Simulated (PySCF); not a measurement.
CCl3, SMILES Cl[C-](Cl)Cl, charge -1. Heavy atoms are numbered as in [C-:1]([Cl:2])([Cl:3])[Cl:4].

Coordinates come from a r2SCAN-D4/def2-SVPD optimisation.

Computed with B3LYP/pcSseg-2 in PySCF.

GIAO shieldings, no solvent; atoms alike by connectivity are averaged. δ = σ(ref) − σ: ¹³C against TMS (σ = 181.3 ppm); ³⁵Cl against HCl (σ = 930.0 ppm), references at their B3LYP-D3(BJ)/def2-TZVP geometries, non-relativistic (without spin–orbit terms, shifts of atoms bonded to Cl or Br come out too high).

```csv
nucleus,atoms,count,δ (ppm)
¹³C,C1,1,244.2
³⁵Cl,Cl2,3,458.4
```
